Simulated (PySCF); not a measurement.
Compound: C4H12GeSi.
Numbering: `[GeH3:1][CH2:2][SiH2:3][CH:4]1[CH2:5][CH2:6]1` (hydrogens: H7, H8, H9 on Ge1; H10, H11 on C2; H12, H13 on Si3; H14 on C4; H15, H16 on C5; H17, H18 on C6)

Computed with PBE0-D3(BJ)/def2-SVP geometry optimisation, gas phase (PySCF 2.14.0).

(1) What internal coordinates does the optimisation give?

Results:

(1) 
| bond | length (Å) | order |
| --- | --- | --- |
| Ge1–C2 | 1.958 | single |
| C2–Si3 | 1.881 | single |
| Si3–C4 | 1.867 | single |
| C4–C5, C4–C6 | 1.511 | single |
| C5–C6 | 1.492 | single |
| Ge1–H7, Ge1–H8, Ge1–H9 | 1.541 | single |
| C2–H10, C2–H11 | 1.103 | single |
| Si3–H12, Si3–H13 | 1.500 | single |
| C4–H14 | 1.097 | single |
| C5–H15, C6–H17 | 1.095 | single |
| C5–H16, C6–H18 | 1.093 | single |

Bonds in one row agree within 0.01 Å and their mean is given. Orders are formal, as drawn. A selection of angles:
| angle | degrees |
| --- | --- |
| C2–Ge1–H7 | 110.2 |
| H7–Ge1–H8 | 108.6 |
| Ge1–C2–Si3 | 114.7 |
| Ge1–C2–H10 | 108.0 |
| Si3–C2–H10 | 109.7 |
| H10–C2–H11 | 106.8 |
| C2–Si3–C4 | 111.7 |
| C2–Si3–H12 | 109.4 |
| C4–Si3–H12 | 107.1 |
| C4–Si3–H13 | 110.8 |
| H12–Si3–H13 | 108.0 |
| Si3–C4–C5 | 119.8 |
| Si3–C4–C6 | 120.6 |
| Si3–C4–H14 | 115.5 |
| C5–C4–C6 | 59.2 |
| C5–C4–H14 | 115.0 |
| C4–C5–C6 | 60.3 |
| C4–C5–H15 | 118.4 |
| C4–C5–H16 | 117.7 |
| C6–C5–H15 | 118.2 |
| C6–C5–H16 | 118.5 |
| H15–C5–H16 | 113.8 |
| C4–C6–C5 | 60.5 |

Torsions: Ge1–C2–Si3–C4 -51° (synclinal); C2–Si3–C4–C5 85° (synclinal); Si3–C4–C5–C6 110° (anticlinal); Si3–C4–C6–C5 -109° (anticlinal). The mirror-image conformer, all signs reversed, is as good.

Si3 (SiH2 silicon) is tetrahedral (angles from 107.1° to 111.7°). The 3 C–C bonds span 1.492 Å (C5–C6, drawn single) to 1.512 Å (C4–C5, drawn single), a spread of 0.020 Å. Ge1 (germanium bonded to C and 3 H) is tetrahedral (angles from 108.6° to 110.4°). The 3-membered ring C4–C5–C6 has internal angles of 59.2° to 60.5°.

Point group: C1 (no symmetry element, even within 0.4 Å). Stationary, but not proved a minimum. The numbers are those of one conformer.
